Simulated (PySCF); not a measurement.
Spectrum to structure. Level of theory: TDDFT CAM-B3LYP/def2-SVPD, vertical, gas phase, core orbitals frozen in the response in PySCF 2.14.0, density-fitted response routines. Geometries: PBE0-D3(BJ)/def2-SVP, one conformer each.

```json
{"state": "S1", "E (eV)": "5.62", "λ (nm)": "220.5", "f": "0.0047"}
{"state": "S2", "E (eV)": "5.89", "λ (nm)": "210.4", "f": "0.018"}
{"state": "S3", "E (eV)": "6.10", "λ (nm)": "203.2", "f": "0.0007"}
{"state": "S4", "E (eV)": "6.77", "λ (nm)": "183.0", "f": "0.0041"}
{"state": "S5", "E (eV)": "7.63", "λ (nm)": "162.4", "f": "0.0070"}
{"state": "S6", "E (eV)": "7.86", "λ (nm)": "157.8", "f": "0.0024"}
{"state": "S7", "E (eV)": "8.03", "λ (nm)": "154.4", "f": "0.0059"}
{"state": "S8", "E (eV)": "8.69", "λ (nm)": "142.7", "f": "0.046"}
{"state": "S9", "E (eV)": "8.82", "λ (nm)": "140.6", "f": "0.061"}
{"state": "S10", "E (eV)": "8.90", "λ (nm)": "139.3", "f": "0.086"}
```

Triplets computed (Tamm–Dancoff): 5.00, 5.27, 5.55, 6.19 eV.

Task: Which structure fits?
A. `c1ccc(C2CC2)cc1`
B. `FC(F)(CBCB)F`
C. `C#C/C(C)=C1/CCC1=C`

Result: B. Its S1, at 5.62 eV, is the highest among the candidates; the nearest of the others has S1 at 5.30 eV. S1 is HOMO→LUMO (87%). Löwdin shares by element: HOMO boron 36%, carbon 19% or more, hydrogen 16% or more (atoms not listed hold the other 29%); LUMO boron 54%, carbon 16% or more, hydrogen 6% or more (atoms not listed hold the other 24%). At the same level the other candidates give, for their lowest levels:
- `c1ccc(C2CC2)cc1`: 5.30 eV (f 0.007); 5.90 eV (f 0.112); 6.77 eV (f 0.000); 6.84 eV (f 0.388); 6.87 eV (f 0.814); T1 3.99 eV; HOMO -7.86, LUMO 0.83 eV
- `C#C/C(C)=C1/CCC1=C`: 4.50 eV (f 0.346); 5.18 eV (f 0.000); 5.78 eV (f 0.001); 6.05 eV (f 0.110); 6.14 eV (f 0.016); T1 2.52 eV; HOMO -7.35, LUMO -0.41 eV

The values belong to the conformer `[BH2:1][CH2:2][BH:3][CH2:4][C:5]([F:6])([F:7])[F:8]`: B1–C2–B3–C4 -116°, C2–B3–C4–C5 167°, B3–C4–C5–F6 -60°.
